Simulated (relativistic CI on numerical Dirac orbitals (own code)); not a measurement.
A reference radial Dirac CI calculation of Dy I gave the lowest total energy -12142.40338 Ha in 61 SCF steps, from this input:

```
atom Dy  Z=66  charge=0  electrons=66
nucleus A=164  rms_radius_fm=5.2218
hamiltonian dirac-coulomb  breit=on  qed=on  c_scale=1
orbitals kli  potential=per-configuration
slater_scale 1
correlation none
mixing on
grid step=0.0125 r_max=323.6
scf mixing=0.4 start=green max_iterations=150 tolerance=2e-08 node_fill=0.05
configurations
  [Xe] 4f10 6s2
  [Xe] 4f10 7s2
end
```

One setting was then changed, and the output read:

```
SCF 1: [Xe] 4f10 6s2
 iter      energy (Ha)   residual   last orbital (Ha)
    1    -12154.785498   1.60e+00     -0.23483
    2    -12141.492325   4.75e+00     -0.18115
    3    -12160.610704   6.88e-01     -0.32703
    4    -12161.305314   4.26e-01     -0.32581
    5    -12161.395071   3.64e-01     -0.28652
    6    -12161.443349   2.05e-01     -0.25936
    7    -12161.447547   1.73e-01     -0.24646
    8    -12161.429456   3.47e-01     -0.14827
    9    -12161.449923   1.50e-01     -0.23676
   10    -12161.445105   2.35e-01     -0.17971
   11    -12161.447747   2.11e-01     -0.18555
   12    -12161.448061   2.09e-01     -0.18580
   13    -12161.447964   2.09e-01     -0.18589
   14    -12161.447158   2.13e-01     -0.18563
   15    -12161.446931   2.15e-01     -0.18564
   16    -12161.449079   1.79e-01     -0.20510
   17    -12161.448621   1.76e-01     -0.20925
   18    -12161.440072   4.34e-02     -0.43876
   19    -12161.414847   6.40e-02     -0.43741
   20    -12161.376910   1.02e-01     -0.49428
   21    -12161.447390   2.42e-02     -0.47407
   22    -12161.450022   2.74e-02     -0.47646
   23    -12161.448209   4.94e-02     -0.47690
   24    -12161.446435   3.02e-02     -0.47001
   25    -12161.450737   1.79e-02     -0.47077
   26    -12161.448616   2.48e-03     -0.47310
   27    -12161.448552   3.70e-03     -0.47318
   28    -12161.448318   3.91e-03     -0.47248
   29    -12161.448295   3.86e-03     -0.47237
   30    -12161.448652   1.17e-03     -0.47173
   31    -12161.448701   8.93e-04     -0.47153
   32    -12161.448715   8.54e-04     -0.47151
   33    -12161.448753   3.01e-04     -0.47143
   34    -12161.448768   1.44e-04     -0.47145
   35    -12161.448775   2.56e-04     -0.47140
   36    -12161.448928   1.75e-03     -0.47115
   37    -12161.448825   8.85e-04     -0.47119
   38    -12161.448810   6.77e-04     -0.47116
   39    -12161.448861   2.90e-04     -0.47104
   40    -12161.448847   1.28e-04     -0.47116
   41    -12161.448825   9.73e-06     -0.47124
   42    -12161.448826   1.00e-05     -0.47124
   43    -12161.448825   4.45e-06     -0.47124
   44    -12161.448825   4.93e-07     -0.47124
   45    -12161.448825   2.55e-07     -0.47124
   46    -12161.448825   7.30e-09     -0.47124
SCF 2: [Xe] 4f10 7s2
 iter      energy (Ha)   residual   last orbital (Ha)
    1    -12154.653169   1.46e+00     -0.07636
    2    -12160.324019   4.49e-01     -0.07588
    3    -12160.940588   2.96e-01     -0.08187
    4    -12161.118033   7.81e-02     -0.08520
    5    -12161.148833   4.28e-02     -0.08607
    6    -12161.146018   1.18e-02     -0.08560
    7    -12161.144114   1.55e-03     -0.08518
    8    -12161.144291   5.12e-04     -0.08517
    9    -12161.144393   1.38e-04     -0.08518
   10    -12161.144367   1.92e-05     -0.08518
   11    -12161.144369   2.68e-06     -0.08518
   12    -12161.144369   2.01e-06     -0.08518
   13    -12161.144369   2.01e-07     -0.08518
   14    -12161.144369   6.22e-08     -0.08518
   15    -12161.144369   1.60e-08     -0.08518
orbital energies (Ha): 4d3/2 -6.1213  4d5/2 -5.8773  5s -2.1233  5p1/2 -1.3804  5p3/2 -1.2091  4f5/2 -0.4818  4f7/2 -0.4497  6s -0.4712
configuration averages (Ha): Dirac-Coulomb, Breit, QED
  4f10 6s2                    -12161.448825   11.528971    0.000000
  4f10 7s2                    -12161.144369   11.528654    0.000000
levels: no., configuration, term, J, E (cm-1), weight
   1 4f10 6s2               5I   8                0.0  0.95
   2 4f10 6s2               5I   7             4173.7  0.98
   3 4f10 6s2               5I   6             7222.1  0.97
   4 4f10 6s2               5I   5             9518.3  0.95
   5 4f10 6s2               5I   4            11306.7  0.93
   6 4f10 6s2               5F   5            17755.6  0.82
   7 4f10 6s2               5S   2            20243.5  0.76
   8 4f10 6s2               3K   8            20401.6  0.79
   9 4f10 6s2               5F   4            20456.6  0.93
  10 4f10 6s2               5F   3            22135.6  0.92
  11 4f10 6s2               5F   2            22602.5  0.69
  12 4f10 6s2               5F   1            23579.4  0.82
  13 4f10 6s2               3K   7            24437.4  0.88
  14 4f10 6s2               3H   6            24923.1  0.54
lowest total energy -12150.151717 Ha
end: converged
```

**Question.** Which setting was changed?
A. QED terms
B. charge
C. Slater scale
D. SCF mixing

**Answer.** A. The QED terms off.
